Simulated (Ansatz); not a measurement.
Reaction (redistribution): `CB(N)O` + `FC[TeH]` → `NB(O)F` + `CC[TeH]`

Isolated molecules relaxed with PBE0-D4/def2-TZVP in Ansatz; ΔE leaves out vibrations. CCSD(T)/CBS is the MP2 limit (def2-TZVPP, def2-QZVPP) plus CCSD(T) − MP2 in def2-TZVPP, frozen cores. This one scheme is used for every species. Functionals use def2-TZVPP. B3LYP here is the variant with VWN-RPA as its local correlation; programs differ in this. HSE06 is defined as in plane-wave codes. Elements past krypton have def2 core potentials. For Te outer-core shells are correlated without core-valence functions, which leaves a few kJ/mol of doubt a bond. Each species was taken in one conformer, which may not be the lowest.

Problem. Is it downhill or uphill in electronic energy at CCSD(T)/CBS, and by how much? (Best estimate.)

Solution. Computed: Downhill: ΔE = -184.0 kJ/mol.

Problem. What do these levels give: B97M-V, B3LYP-D4, BHLYP-D4, B2PLYP, PBE0, HSE06, CAM-B3LYP, RPA@PBE/def2-TZVPP, HF/def2-SVP, HF/def2-QZVPP, SCS-MP2/def2-QZVPP, CCSD/CBS(def2)? (Estimate.)

Solution. The calculation gave: B97M-V -177.2, B3LYP-D4 -174.2, BHLYP-D4 -185.0, B2PLYP -179.7, PBE0 -173.5, HSE06 -173.4, CAM-B3LYP -175.2, RPA@PBE/def2-TZVPP -177.2, HF/def2-SVP -198.8, HF/def2-QZVPP -193.1, SCS-MP2/def2-QZVPP -189.1, CCSD/CBS(def2) -186.0 kJ/mol.

Problem. What do rigid-rotor, harmonic-oscillator terms from PBE0-D4/def2-TZVP frequencies (298.15 K, 1 bar) make of the CCSD(T)/CBS value? (Best estimate.)

Solution. Ansatz gave: ΔZPE = +3.3 kJ/mol, ΔH = -181.2 kJ/mol, ΔS = -4 J/(mol·K), ΔG = -179.9 kJ/mol.

Largest T1 diagnostic among the species: 0.011.

At CCSD(T), def2-SVP lies −11.1 kJ/mol from the extrapolated value and def2-TZVPP −0.3 kJ/mol. From r2SCAN to r2SCAN0 (25 % exact exchange), in def2-TZVPP and without D4, ΔE moves by −7.3 kJ/mol. Leaving LDA and LC-ωPBE aside and taking each functional with its dispersion term where it has one, the values, not all of them listed here, spread over 21.8 kJ/mol, from PBE-QIDH to PBE-D4. LDA lies −5.1 kJ/mol from PBE without D4.
